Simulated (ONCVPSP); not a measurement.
**manganese: one change to an ONCV potential, before and after**

| Property | Result |
| --- | --- |
| Element | Mn |
| Generator | ONCVPSP 4.0.1 |
| Type | optimised norm-conserving Vanderbilt (ONCV) |
| Functional | LDA (Perdew-Wang 92) |
| Relativity | scalar-relativistic |
| Frozen core | [Ar] |
| Valence charge | 7 |
| Reference configuration | 3d6 4s1 |
| Partial waves | 4s: rc 2.15 bohr, ncon 3, nbas 8, qcut 3.1 1/bohr, 2 projectors, debl 2.7 Ha; p scattering state at 0.35 Ha: rc 2.15 bohr, ncon 4, nbas 7, qcut 3.1 1/bohr, 2 projectors, debl 1.4 Ha; 3d: rc 1.45 bohr, ncon 4, nbas 8, qcut 9.9 1/bohr, 2 projectors, debl 1.5 Ha; f scattering state at 0.43 Ha: rc 1.90 bohr, ncon 5, nbas 9, qcut 6.7 1/bohr, 2 projectors, debl 3.2 Ha |
| Local potential | polynomial inside 1.05 bohr (lpopt 4, dvloc0 4 Ha) |
| Core correction | polynomial model core, fcfact 0.75 |

Change: d: qcut 6.6.

Cutoffs: the cutoffs (Ha) at which the residual kinetic energy of the hardest occupied pseudo-wave falls to 1 and 0.1 mHa per electron; they do not see the model core or the augmentation charge, which bear on the density cutoff. Errors are all-electron minus pseudo energies relative to the spin-unpolarised reference configuration.

Q: Predict the effect on cutoff, ghosts and configuration errors.

A: The potential gets harder (41 Ha and 47 Ha → 110 Ha and 140 Ha); of the 4 tests that both files solve, the error grows in 0 and shrinks in 3 by more than 15 % and 0.3 meV (median size 81.1 → 63.4 meV); neither file shows a bound ghost.

| quantity | base | changed |
| --- | --- | --- |
| cutoff, loose | 41 Ha | 110 Ha |
| cutoff, tight | 47 Ha | 140 Ha |
| loose cutoff by channel | s 3.6 Ha, d 41 Ha | s 3.6 Ha, d 110 Ha |
| bound ghosts | none | none |
| GHOST(+) flags under 300 eV | s at 58.3 eV, s at 60.0 eV, p at 81.9 eV | s at 58.3 eV, s at 60.0 eV, p at 81.9 eV |
| error for 3d5 4s2, meV [ΔE 0.41 eV] | -110 | -83 |
| error for 3d5 4s1, meV [ΔE 9.05 eV] | -72 | -57 |
| error for 3d5 4s0, meV [ΔE 24.92 eV] | -54 | -50 |
| error for 3d5 4s1.5, meV [ΔE 3.87 eV] | -90 | -70 |
| s: phases at 2.18 bohr within 0.05 rad from the reference energy up to (Ha; the scan ends near 5) | 2.1 | 2.1 |
| p: phases at 2.18 bohr within 0.05 rad from the reference energy up to (Ha; the scan ends near 5) | 2.7 | 2.7 |
| d: phases at 1.47 bohr within 0.05 rad from the reference energy up to (Ha; the scan ends near 5) | to the end of the scan | to the end of the scan |
| f: phases at 1.92 bohr within 0.05 rad from the reference energy up to (Ha; the scan ends near 5) | to the end of the scan | to the end of the scan |
| rms error of d²Exc/dni dnj with the model core, mHa | 2.20 | 2.21 |
